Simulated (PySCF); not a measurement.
## Cr(2+) (chromium, charge +2) across methods

[Ar] 3d4, high-spin 5D determinant. Computed with PySCF 2.14 in def2-TZVPPD, with the non-relativistic Hamiltonian (point nucleus).

| method | E (hartree) | mean ε 3p α (eV) | mean ε 3p β (eV) | mean ε 3d α (eV) | Σ⟨r²⟩ (bohr²) | ⟨S²⟩ |
| --- | --- | --- | --- | --- | --- | --- |
| PBE0 | -1043.350 | -71.699 | -66.237 | -26.525 | 16.44 | 6.000 |
| r2SCAN | -1043.525 | -69.240 | -64.090 | -24.586 | 16.42 | 6.001 |
| TPSS | -1043.580 | -67.933 | -63.702 | -24.203 | 16.56 | 6.000 |
| LDA | -1041.255 | -67.460 | -63.592 | -24.412 | 16.61 | 6.000 |
| PBE | -1043.298 | -67.529 | -63.494 | -24.281 | 16.62 | 6.000 |
| wB97M-V | -1043.499 | -73.977 | -68.920 | -28.916 | 16.52 | 6.001 |
| UHF | -1042.56130 | -83.326 | -73.013 | -32.619 | 16.18 | 6.001 |
| wB97X-V | -1043.425 | -73.756 | -68.874 | -28.857 | 16.46 | 6.001 |

Q: Estimate the same row for wB97X.

A: E (hartree) = -1043.561; mean ε 3p α (eV) = -73.593; mean ε 3p β (eV) = -68.693; mean ε 3d α (eV) = -28.714; Σ⟨r²⟩ (bohr²) = 16.36; ⟨S²⟩ = 6.001.
